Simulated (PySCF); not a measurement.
AlClH5NO2Si, SMILES [Al]([NH][SiH2]Cl)([OH])[OH].

The structure is a stationary point at PBE0-D3(BJ)/def2-SVP. The structure was generated by enumeration; whether it is a known compound was not checked. One conformer was computed; it need not be the lowest.

Computed with r2SCAN/def2-TZVP run with PySCF.

Gas-phase values at a fixed geometry.

Computed frontier levels, gap, dipole moment and polarisability:
```json
{
 "highest_occupied_level": "-7.06 eV",
 "lowest_empty_level": "-0.94 eV",
 "orbital_gap": "6.12 eV",
 "dipole_moment": "1.49 D",
 "quadrupole, principal values (traceless, Buckingham form, about the centre of nuclear charge)": "-5.09, 1.63, 3.46 D·Å",
 "mean_static_polarisability": "71.6 bohr³ (10.61 Å³)",
 "polarisability_principal_values": "64.2, 66.3, 84.3 bohr³"
}
```
